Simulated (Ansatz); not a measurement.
Gas-phase electronic energies from Ansatz, PBE0-D4/def2-TZVP geometries. CCSD(T)/CBS adds triple-zeta CCSD(T) − MP2 to the extrapolated MP2 energy (def2 sets, frozen cores). Functionals use def2-TZVPP. B3LYP here is the variant with VWN-RPA as its local correlation; programs differ in this. For Ge outer-core shells are correlated without core-valence functions, which leaves a few kJ/mol of doubt a bond. Scalar relativity is left out up to krypton. Each species was taken in one conformer, which may not be the lowest.

Reaction (formal exchange of groups at a Ge–C bond): `C=N[C](=C)[GeH3]` + `CC1C=C1F` → `FC1=C[CH]1[GeH3]` + `C=NC(=C)C`

```json
{"level": "r2SCAN-D4", "ΔE (kcal/mol)": "-0.3", "difference from CCSD(T)/CBS": "-0.6"}
{"level": "PBE0-D4", "ΔE (kcal/mol)": "-0.3", "difference from CCSD(T)/CBS": "-0.6"}
{"level": "ωB97X-V", "ΔE (kcal/mol)": "-0.9", "difference from CCSD(T)/CBS": "-1.2"}
{"level": "ωB97M-V", "ΔE (kcal/mol)": "-0.8", "difference from CCSD(T)/CBS": "-1.1"}
{"level": "B2PLYP", "ΔE (kcal/mol)": "-0.4", "difference from CCSD(T)/CBS": "-0.7"}
{"level": "PBE", "ΔE (kcal/mol)": "-0.3", "difference from CCSD(T)/CBS": "-0.6"}
{"level": "r2SCAN", "ΔE (kcal/mol)": "-0.4", "difference from CCSD(T)/CBS": "-0.7"}
{"level": "B3LYP", "ΔE (kcal/mol)": "-0.5", "difference from CCSD(T)/CBS": "-0.8"}
{"level": "HF/def2-TZVPP", "ΔE (kcal/mol)": "-0.9", "difference from CCSD(T)/CBS": "-1.2"}
{"level": "SCS-MP2/def2-TZVPP", "ΔE (kcal/mol)": "-0.3", "difference from CCSD(T)/CBS": "-0.6"}
{"level": "CCSD/def2-TZVPP", "ΔE (kcal/mol)": "-0.2", "difference from CCSD(T)/CBS": "-0.5"}
{"level": "CCSD(T)/def2-TZVPP", "ΔE (kcal/mol)": "0.2", "difference from CCSD(T)/CBS": "-0.1"}
{"level": "MP2/def2-QZVPP", "ΔE (kcal/mol)": "-0.2", "difference from CCSD(T)/CBS": "-0.5"}
{"level": "SCS-MP2/def2-QZVPP", "ΔE (kcal/mol)": "-0.3", "difference from CCSD(T)/CBS": "-0.6"}
{"level": "MP2/CBS(def2)", "ΔE (kcal/mol)": "-0.2", "difference from CCSD(T)/CBS": "-0.5"}
{"level": "CCSD/CBS(def2)", "ΔE (kcal/mol)": "-0.1", "difference from CCSD(T)/CBS": "-0.4"}
{"level": "CCSD(T)/CBS", "ΔE (kcal/mol)": "0.3", "difference from CCSD(T)/CBS": "0"}
```

Largest T1 diagnostic among the species: 0.013.
